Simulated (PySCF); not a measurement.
Labels have come off several samples. The candidates:

A. `InChI=1S/C2H6FNSi/c1-4-5(2)3/h5H,1H2,2H3/t5-/m0/s1`
B. SMILES [SiH3]/N=C\CF
C. `C=C(C)[SiH](O)O`

Spectrum 1. ¹H NMR (400 MHz, computed): δ 8.85 (m, 1H), 8.64 (m, 1H), 5.35 (m, 1H), 0.36 (m, 3H). ¹³C{¹H} NMR (computed): δ 173.8 (CH2), -1.4 (CH3).

Spectrum 2. ¹H NMR (400 MHz, computed): δ 5.87 (br s, 1H), 5.30 (br s, 1H), 5.23 (s, 1H), 2.05 (s, 3H), 1.74 (br s, 2H). ¹³C{¹H} NMR (computed): δ 155.3 (C), 129.9 (CH2), 24.8 (CH3).

Spectrum 3. ¹H NMR (400 MHz, computed): δ 8.39 (m, 1H), 5.35 (m, 2H), 5.24 (s, 3H). ¹³C{¹H} NMR (computed): δ 170.5 (CH), 92.7 (CH2).

Theoretical values (PySCF 2.14.0 with density-fitted response routines): GFN2-xTB structure, shieldings: GIAO PBE0/pcSseg-1. One averaged value for each set of equivalent atoms, isolated molecule, one computed conformer, non-relativistic.

Referencing at the same level of theory: ¹H, ¹³C vs TMS. Splittings of carbon signals by F and P are missing where no couplings were computed. Where no couplings were computed, multiplicities follow the n + 1 count of equivalent neighbours, and m marks all less simple cases (inequivalent or close neighbours, rings, F or P nearby). Shifts are as computed. Against solution values, carbons near 30 ppm lie about +3 ppm off and those near 130 ppm about +5 ppm (rms about the fit 2.1 ppm; single classes can miss by 10 ppm). Of 1328 compounds with measured shifts, 309 miss one by over three times the rms of a fit or turn the order of signals round; such compounds aren't used in these exercises. Signals without a measured value on file couldn't be tested in this way; 1H shifts scatter by 0.2 ppm about their fit, and single ones miss by 0.5 ppm. OH and NH positions are gas-phase values without hydrogen bonding to other molecules.

**Question.** Which spectrum belongs to which compound?

**Answer.** 1–A, 2–C, 3–B.

- Spectrum 1 (A): 2 ¹³C signals; δC -1.4 is a methyl carbon bonded to Si; δH 0.36 is the hydrogen on a methyl carbon bonded to Si.
- Spectrum 2 (C): 3 ¹³C signals; δC 155.3 is a fully substituted alkene carbon; δC 129.9 is a terminal =CH2 carbon.
- Spectrum 3 (B): 2 ¹³C signals; δC 92.7 is an sp3 CH2 bonded to F; δH 5.35 is the hydrogen on an sp3 CH2 bonded to F.
